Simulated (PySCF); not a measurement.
C₃H₃BrF₂, SMILES FC(F)/C=C\Br. Atoms are numbered in the order given.

```xyz
9

F     -0.3214     2.4670    -1.0961
C     -0.2693     1.6598     0.0000
F     -0.3214     2.4670     1.0961
C      1.0199     0.9033     0.0000
C      1.1690    -0.4208     0.0000
Br    -0.2470    -1.6827     0.0000
H     -1.1572     1.0081     0.0000
H      1.9203     1.5272     0.0000
H      2.1495    -0.8994     0.0000
```
Charge 0, spin multiplicity 1.

The structure is a stationary point at B3LYP-D3(BJ)/def2-SVP. The structure was generated by enumeration; whether it is a known compound was not checked. The values are those of a single conformer.

Level of theory: B3LYP-D3(BJ)/def2-SVP run with PySCF 2.14.0.

Frequencies are harmonic and unscaled.

Q: Give all harmonic wavenumbers and intensities. (The exact figures need the calculation; the answer reports its results.)

A: 
```tsv
mode	ν (cm⁻¹)	IR (km/mol)	moving atoms (share of kinetic energy)
1	35	1.9	F 69 %, C 19 %
2	131	1.2	F 40 %, Br 37 %, C 20 %
3	231	0.3	C 43 %, F 41 %, H 16 %
4	396	16.5	C 52 %, F 27 %, H 12 %, Br 9 %
5	487	11.1	C 46 %, F 46 %
6	518	3.8	C 51 %, H 29 %, F 20 %
7	625	11.3	C 43 %, F 40 %, H 11 %
8	665	20.2	C 68 %, F 18 %, H 10 %
9	749	28.7	H 66 %, C 27 %
10	962	0.0	H 77 %, C 23 %
11	1066	23.7	C 58 %, H 35 %
12	1107	214.9	C 59 %, F 32 %, H 9 %
13	1137	195.2	C 50 %, F 25 %, H 25 %
14	1214	2.9	H 75 %, C 22 %
15	1305	22.4	H 77 %, C 23 %
16	1381	27.3	H 85 %, C 14 %
17	1409	53.7	H 61 %, C 38 %
18	1711	57.0	C 94 %
19	3102	18.5	H 92 %, C 8 %
20	3169	0.4	H 92 %, C 8 %
21	3222	2.7	H 91 %, C 9 %
```
